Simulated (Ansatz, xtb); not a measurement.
Dissociation curve of AlBe (anion, charge -1), lowest singlet found (which spin is the ground state isn't settled by this scan).

Levels of theory: UKS-B3LYP = unrestricted B3LYP/aug-cc-pVDZ in Ansatz (a quantum-chemistry and plane-wave program); UKS-PBE0 = unrestricted PBE0/aug-cc-pVDZ in Ansatz; GFN1-xTB (xtb); FCI = full CI/aug-cc-pVDZ, frozen core in Ansatz.

Energies relative to the lowest point of each curve between 1.89 and 2.47 Å, where full CI is lowest, in kcal/mol:

```json
[
 {"R / Å": "1.57", "UKS-B3LYP": "87.6", "UKS-PBE0": "88.4", "GFN1-xTB": "132.8"},
 {"R / Å": "1.71", "UKS-B3LYP": "48.0", "UKS-PBE0": "48.1", "GFN1-xTB": "61.8"},
 {"R / Å": "1.81", "UKS-B3LYP": "29.4", "UKS-PBE0": "29.2", "GFN1-xTB": "34.1"},
 {"R / Å": "1.89", "UKS-B3LYP": "18.8", "UKS-PBE0": "18.5", "GFN1-xTB": "20.3"},
 {"R / Å": "1.96", "UKS-B3LYP": "12.1", "UKS-PBE0": "11.8", "GFN1-xTB": "12.2"},
 {"R / Å": "2.08", "UKS-B3LYP": "4.7", "UKS-PBE0": "4.4", "GFN1-xTB": "4.2"},
 {"R / Å": "2.11", "UKS-B3LYP": "3.5", "UKS-PBE0": "3.2", "GFN1-xTB": "2.9"},
 {"R / Å": "2.19", "UKS-B3LYP": "1.3", "UKS-PBE0": "1.1", "GFN1-xTB": "0.8"},
 {"R / Å": "2.26", "UKS-B3LYP": "0.3", "UKS-PBE0": "0.2", "GFN1-xTB": "0.0"},
 {"R / Å": "2.35", "UKS-B3LYP": "0.0", "UKS-PBE0": "0.0", "GFN1-xTB": "0.0"},
 {"R / Å": "2.47", "UKS-B3LYP": "0.7", "UKS-PBE0": "1.0", "GFN1-xTB": "1.3"}
]
```

Predict the corresponding FCI column.

1.57: 99.8; 1.71: 56.6; 1.81: 35.8; 1.89: 23.8; 1.96: 16.0; 2.08: 7.0; 2.11: 5.4; 2.19: 2.4; 2.26: 0.9; 2.35: 0.0; 2.47: 0.2 (kcal/mol).

The scan ran from 1.57 to 7.37 Å; beyond the distances shown full CI changes its symmetry label. The unrestricted determinant behind UKS-B3LYP is spin-contaminated at 1.57 to 2.47 Å (<S²> up to 1.0, against 0.00 for a pure singlet). Where the anion isn't bound against loss of the electron, the finite basis alone holds it. The unrestricted determinant behind UKS-PBE0 is spin-contaminated at 1.57 to 2.47 Å (<S²> up to 1.3, against 0.00 for a pure singlet).
